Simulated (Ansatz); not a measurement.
The cluster Si4Cl2, relaxed as a singlet with RKS B3LYP-D4/def2-SVP in Ansatz, starting from the GFN2-xTB geometry. Force threshold 0.02 eV/Å.

The restricted singlet is unstable towards broken spin symmetry in Hartree–Fock (as tested in another run); at B3LYP-D4/def2-SVP this wasn't settled. Another isomer (singlet) lies 1.28 eV lower at PBE0-D4/def2-TZVP; other spin states weren't run for this one.

Start:

```tsv
atom	x (Å)	y (Å)	z (Å)
Si1	3.031	-0.727	1.210
Si2	-0.802	0.961	-0.216
Si3	-2.779	1.499	-1.058
Si4	1.194	0.222	0.410
Cl5	-2.756	0.264	-2.852
Cl6	2.112	-2.219	2.506
```

```tsv
step	energy (eV)	largest force component (eV/Å)	SCF passes
1	-56538.6223	2.638	16
2	-56538.9483	0.797	22
3	-56538.9830	0.147	22
4	-56538.9934	0.101	21
5	-56539.0173	0.148	21
6	-56539.1012	0.278	25
7	-56539.1968	0.299	22
8	-56539.3430	0.416	26
9	-56539.4565	0.501	25
10	-56539.4793	0.673	23
11	-56539.5220	0.200	21
13	-56539.5807	0.082	22
15	-56539.6263	0.238	21
17	-56539.6680	0.241	21
19	-56539.6811	0.109	21
21	-56539.7075	0.039	21
23	-56539.7567	0.133	21
25	-56539.8016	0.142	21
27	-56539.8117	0.257	22
29	-56539.8306	0.142	21
31	-56539.8353	0.036	21
33	-56539.8363	0.035	21
34	-56539.8366	0.011	21
```

Force components are those of the run's own axes.

End:

Cartesian coordinates in Å:
```
Si 1.822 -0.817 0.239
Si -0.050 1.883 -0.619
Si -1.936 0.457 -0.303
Si 1.025 1.231 1.168
Cl -1.166 -0.865 -1.824
Cl 0.306 -1.888 1.339
```

By distances, no bond broke or formed. The bond that changes most is Si2–Si3, from 2.22 to 2.39 Å (atoms count from 1).

No frequencies were taken in this run, so the end may be a saddle point.

Hardware: 4 threads of Arm Neoverse N1 on a shared host. Wall time 72 s.
